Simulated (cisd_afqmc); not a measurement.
Input (X2C-AFQMC/CISD/cc-pwCVTZ-DK; cisd_afqmc is a phaseless AFQMC code with CISD trial states that reads the integrals written by Ansatz): The .json basis holds the Basis Set Exchange's core-valence set for the 3d metal and cc-pVXZ-DK of the same size for its partners.

Ansatz 0.2 input:
```python
import cisd_afqmc

open("ham.yaml", "w").write("""\
crystal:
  periodic: [false, false, false]
  atoms:
    - {symbol: Ti, position_ang: [-0.00000000, -0.00000000, -0.42998028]}
    - {symbol: O, position_ang: [0.00000000, 0.00000000, 1.18244578]}
basis:
  gaussian:
    orbitals: cc-pwCVTZ-DK.json
magnetization: {spin_polarized: true, initial_magnetization: 2}
correlation: {method: ccsd, frozen_orbitals: {O: 1, Ti: 5}, hamiltonian_folder: ham}
""")
rep = cisd_afqmc.ansatz("ham.yaml")
e_ccsd = rep["correlation"]["coupled_cluster"]["energy"]["hartree"]
out = cisd_afqmc.run("ham", e_ccsd, trial="CISD", walkers=100, populations=8, threads=8, dt=0.005, steps=40, early=36, settle=10, least=32,
    cut=5e-5, rank_cut=2e-4, target=0.0006, seconds=3000, seed=4, memory=17280, gpu=False)
```

Output:

```
WARN ansatz::render: the results are in doubt because among natural orbitals full CI differs from the method by -0.390 eV
orbitals 126, occupied [10, 8], factors 704 of 845, rank of the doubles 910 of 2104
E(HF) = -927.709790
E(CCSD) on the cut factors = -928.395062, shift to the whole factors -0.000007
Energy of the trial state on the determinant = -928.395047
  tau behind 10.8 of longer steps, mean of the populations' last blocks
   2.0  -928.43995
   4.0  -928.43649
   6.0  -928.43515
   8.0  -928.43352
  10.0  -928.43455
  12.0  -928.43077
  14.0  -928.43469
  16.0  -928.43855
  18.0  -928.44241
  20.0  -928.43540
  22.0  -928.43834
  24.0  -928.43824
  26.0  -928.44379
  28.0  -928.43297
  30.0  -928.44130
  32.0  -928.43709
  34.0  -928.43481
  36.0  -928.43156
  38.0  -928.43762
  40.0  -928.43649
  42.0  -928.44060
  44.0  -928.43639
  46.0  -928.43927
  48.0  -928.43895
  50.0  -928.43987
  52.0  -928.43997
  54.0  -928.43577
  56.0  -928.43475
  58.0  -928.43272
  60.0  -928.42974
blocks 2357 (2 outliers left out), error by blocks joined: 1: 0.00033, 2: 0.00040, 4: 0.00048, 8: 0.00055, 16: 0.00062
E(AFQMC/CISD) = -928.43654 +/- 0.00062
```

The determinant is spin-contaminated: <S^2> is 2.06, 0.06 over the pure value.

The run carries these doubts: large difference.
